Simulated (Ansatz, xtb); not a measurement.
# A geometry optimisation of CH3FMgSn with r2SCAN-D4/def2-SVP

The starting geometry of this gas-phase singlet was built from a drawn formula by distance geometry and a force field; its bonds are those of `[CH2]=[SnH][Mg][F]`.

```xyz
7

C    -0.8121   -0.4160   -1.8363
F     1.3880   -2.9738    3.1534
Mg    0.8771   -1.6551    1.7714
Sn    0.1300    0.2056   -0.2370
H    -1.0089   -1.4653   -1.9094
H    -1.1239    0.3132   -2.5479
H     0.4853    1.8855   -0.0207
```

Task: Predict what becomes of its bonds when it is optimised with r2SCAN-D4/def2-SVP.

Result: It keeps its bonds, and is `[CH2]=[SnH][Mg][F]`. Distances that change by over a tenth: F2–Mg3 (1.98 → 1.76 Å).

The energy falls by 0.52 eV over 9 steps:

```csv
step,E − E(last) (eV)
1,0.516
2,0.147
3,0.128
4,0.009
5,0.003
6,0.003
7,0.001
8,0.000
9,0.000
```

Final geometry (Å):

```xyz
7

C    -0.7945   -0.4100   -1.7793
F     1.3607   -2.8124    3.0336
Mg    0.8886   -1.6562    1.7900
Sn    0.1640    0.1017   -0.1094
H    -1.0666   -1.4488   -1.9939
H    -1.0802    0.3278   -2.5372
H     0.4636    1.7918   -0.0302
```

From the same start GFN2-xTB ends elsewhere, differing in C1–Mg3 (2.14 against 4.14 Å here).

The end wasn't checked by frequencies. Atoms past krypton carry core potentials, without spin–orbit terms. Run with Ansatz 0.2.0, 22 s on 2 threads of Arm Neoverse V1 (shared host).
